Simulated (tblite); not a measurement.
Species: C7H14BFSi.
Atom-mapped SMILES: `[BH2:1][C@@H:2]([CH2:3][C:4]#[C:5][CH3:6])[CH2:7][C@@H:8]([F:9])[SiH3:10]` (hydrogens: H11, H12 on B1; H13 on C2; H14, H15 on C3; H16, H17, H18 on C6; H19, H20 on C7; H21 on C8; H22, H23, H24 on Si10)

Structure used (GFN2-xTB), in Å, numbered top down from 1:
```xyz
24
C7H14BFSi angstrom
B     -1.238   -2.216   -1.149
C     -0.262   -1.216   -0.417
C      1.065   -1.160   -1.221
C      2.093   -0.416   -0.519
C      2.932    0.191    0.084
C      3.960    0.924    0.794
C     -0.810    0.204   -0.221
C     -2.045    0.226    0.668
F     -1.689   -0.211    1.947
Si    -2.848    1.961    0.843
H     -2.159   -1.830   -1.758
H     -1.003   -3.361   -1.131
H      0.001   -1.602    0.576
H      1.428   -2.176   -1.400
H      0.879   -0.688   -2.191
H      4.605    1.443    0.086
H      3.504    1.657    1.458
H      4.566    0.239    1.387
H     -1.079    0.640   -1.186
H     -0.040    0.833    0.234
H     -2.768   -0.521    0.316
H     -3.919    1.867    1.831
H     -1.816    2.900    1.277
H     -3.368    2.331   -0.474
```

Method: GFN2-xTB as coded in tblite; computed harmonic values from a numerical Hessian at the method's own geometry, unscaled. This tight-binding method is rough: wavenumbers can miss measured ones by several per cent, in bad cases by 10 to 20. Modes of hydrogen on boron and silicon can be 10 to 20 % off. One conformer, not necessarily the lowest. The optimisation stopped once no atom felt more than 0.01 eV/Å.

Lowest wavenumbers of the output (negative numbers stand for imaginary wavenumbers):
```
mode    cm-1
  1     -24.6
  2      29.5
  3      33.5
  4      69.1
  5      92.8
  6      99.7
  7     115.5
  8     149.8
  9     186.3
 10     225.4
 11     254.6
 12     258.1
 13     303.1
 14     304.2
 15     335.7
```

Task: Is this structure a minimum?

Result: Not by this Hessian. 1 mode is imaginary beyond 20i (25i cm⁻¹), so at this level the point lies at or near a first-order saddle. The curvature is small, so loose convergence or finite differences may be the whole cause.

Task: Which atoms move in the imaginary mode?

Result: 25i: H17 (methyl hydrogen) 34 %, H16 (methyl hydrogen) 33 %, H18 (methyl hydrogen) 32 %. These are shares of the mass-weighted motion.

Task: What is the remedy?

Result: Step along that mode in both directions, optimise again with tighter thresholds and repeat the frequencies. The zero-point energy of this point (114.6 kcal/mol) counts the 65 real modes alone, and thermal corrections from it aren't those of a minimum.
